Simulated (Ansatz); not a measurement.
Reaction (hydrogenolysis of a Ge–Ga bond): `C[O][GeH2][GaH2]` + H₂ → `C[O][GeH3]` + `[GaH3]`

Isolated molecules relaxed with PBE0-D4/def2-TZVP in Ansatz; ΔE leaves out vibrations. CCSD(T)/CBS adds triple-zeta CCSD(T) − MP2 to the extrapolated MP2 energy (def2 sets, frozen cores). This one scheme is used for every species. Functionals use def2-TZVPP. For Ga, Ge outer-core shells are correlated without core-valence functions, which leaves a few kJ/mol of doubt a bond. Scalar relativity is left out up to krypton. One conformer a species, not always the lowest.

```csv
level,ΔE (kJ/mol)
PBE0-D4,19.2
B2PLYP,10.8
PBE,20.6
MP2/def2-QZVPP,18.7
```

What does CCSD(T)/CBS give? (Estimate.)

The calculation gave: +18.2 kJ/mol. The listed levels differ from it by 1.0, -7.4, 2.4, 0.5 kJ/mol.

Largest T1 diagnostic among the species: 0.013.

Leaving LDA and LC-ωPBE aside and taking each functional with its dispersion term where it has one, the values, not all of them listed here, spread over 28.0 kJ/mol, from B97M-V to revPBE-D4. In def2-TZVPP, CCSD(T) changes the Hartree–Fock value by +29.5 kJ/mol (the triples alone add +4.8 kJ/mol) and MP2 by +32.4 kJ/mol.

CCSD(T)/CBS has its own doubt, a few kJ/mol and more with outer-core shells, so smaller differences from it don't rank the levels.
